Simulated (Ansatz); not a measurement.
## SnH2F2 (SMILES [F][SnH2][F]): the energy to break a bond

SnH2F2: 5 atoms, total charge 0, spin state singlet. As SMILES, `[F][SnH2][F]`. Geometry: optimised at r2SCAN/def2-SVP.

```csv
atom,x (Å),y (Å),z (Å)
F,-0.3482,-0.3601,1.7624
Sn,0.1323,-0.0749,-0.0884
F,-1.2463,1.1242,-0.7204
H,-0.0834,-1.5570,-0.8965
H,1.5956,0.7939,-0.0984
```

Wanted: the dissociation energy of the H5–Sn2 bond into doublet H and doublet SnHF2 (shapes relaxed at r2SCAN/def2-SVP, no zero-point term). 1 Eh = 2625.50 kJ/mol = 27.2114 eV. Totals in Eh; open shells run unrestricted unless said.

```tsv
level	program	SnH2F2	doublet H	doublet SnHF2
HF/def2-TZVPP (core potential)	Ansatz	-413.530956	-0.499810	-412.935067
B3LYP/def2-TZVPP (core potential)	Ansatz	-415.404380	-0.502154	-414.784557
wB97M-V/def2-TZVPP (core potential)	Ansatz	-415.225463	-0.494111	-414.608990
```

**Question.** Work out the dissociation energy at each level.

**Answer.** 
1. HF/def2-TZVPP (core potential): (-0.499810) + (-412.935067) − (-413.530956) = 0.096079 Eh = 252.3 kJ/mol = 2.61 eV.
2. B3LYP/def2-TZVPP (core potential): (-0.502154) + (-414.784557) − (-415.404380) = 0.117669 Eh = 308.9 kJ/mol = 3.20 eV.
3. wB97M-V/def2-TZVPP (core potential): (-0.494111) + (-414.608990) − (-415.225463) = 0.122362 Eh = 321.3 kJ/mol = 3.33 eV.

The levels span 252 to 321 kJ/mol; no measured value is set beside them. Hartree–Fock lacks the correlation of the electrons that are unpaired, so it comes out low. A bond enthalpy at 298 K also holds the loss of zero-point energy and thermal terms.
